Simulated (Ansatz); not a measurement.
A nudged elastic band was laid between two geometries of C$_{2}$H$_{5}$FN$_{2}$Se (11 atoms, charge 0, multiplicity 1).

These are results of Ansatz, RKS B3LYP-D4/def2-SVP, not measurements.

```yaml
movable_images: 9
climbing_image: yes
spring: 5.0 eV/Å²
optimiser: quadratic models (default)
start_path: IDPP
force_threshold: 0.05 eV/Å
iteration_limit: 38
end_points: relaxed
```

Initial state:

```xyz
11
Properties=species:S:1:pos:R:3
N 1.451 0.035 -0.806
C 0.070 0.343 -0.637
F -0.492 0.707 -1.847
N -0.703 -0.680 0.007
C -0.942 -0.137 1.339
Se -0.299 1.674 0.813
H 1.557 -0.580 -1.619
H 1.988 0.879 -1.005
H -0.254 -1.594 -0.007
H -0.310 -0.566 2.134
H -1.999 -0.138 1.648
```

Final state:

```xyz
11
Properties=species:S:1:pos:R:3
N 1.272 -0.213 -1.186
C -0.023 0.144 -0.769
F -0.777 0.258 -1.910
N -0.580 -0.704 0.216
C -0.827 0.107 1.393
Se -0.333 1.790 0.459
H 1.568 0.291 -2.020
H 1.961 -0.106 -0.446
H -0.163 -1.628 0.306
H -0.159 -0.101 2.245
H -1.874 0.106 1.734
```

Problem. Which bonds break or form, and what moves?

Solution. No bond is made or broken. The dihedral H8–N1–C2–Se6 goes from -58 to 40°.

Problem. Give the energies along the band, and the barrier.

Solution. The run converged. The highest image is number 3 of 0 to 10, 0.1 kcal/mol above the first end and 3.9 kcal/mol above the last; the last end lies 3.8 kcal/mol below the first. The top lies less than 8 meV above the higher end, about what the thresholds resolve: that end is a shoulder or a very shallow well. A vibrational analysis at the climbing image gives one clearly imaginary mode, 195i cm⁻¹: a first-order saddle point.

```
image  path coordinate (Å)  energy (kcal/mol)  dihedral H8–N1–C2–Se6 (°)
    0                 0.00                0.0                        -58
    1                 0.17                0.0                        -49
    2                 0.33                0.1                        -41
    3                 0.50                0.1                        -33
    4                 0.71                0.0                        -22
    5                 0.91               -0.5                        -11
    6                 1.12               -1.2                          0
    7                 1.32               -2.1                         11
    8                 1.53               -3.0                         21
    9                 1.73               -3.6                         31
   10                 1.94               -3.8                         40
```

Problem. What is the geometry of the highest image?

Solution. 
```xyz
11
Properties=species:S:1:pos:R:3:forces:R:3
N 1.418 -0.067 -0.917 -0.03 0.01 0.00
C 0.048 0.256 -0.674 0.01 -0.02 0.00
F -0.578 0.507 -1.879 0.01 0.00 0.01
N -0.693 -0.708 0.092 0.01 -0.01 -0.01
C -0.922 -0.046 1.369 -0.01 0.00 0.00
Se -0.253 1.702 0.685 0.00 0.00 0.01
H 1.520 -0.425 -1.868 0.01 0.01 0.00
H 2.022 0.746 -0.818 0.01 -0.01 -0.01
H -0.218 -1.607 0.154 0.01 0.02 0.00
H -0.300 -0.414 2.201 0.00 0.00 0.00
H -1.978 0.000 1.676 0.00 0.01 0.00
```

The band took 5 iterations and about 8 core-minutes.

The run took 3.9 min on 2 threads of Arm Neoverse V1, with other jobs on the host, peak memory 0.35 GiB.
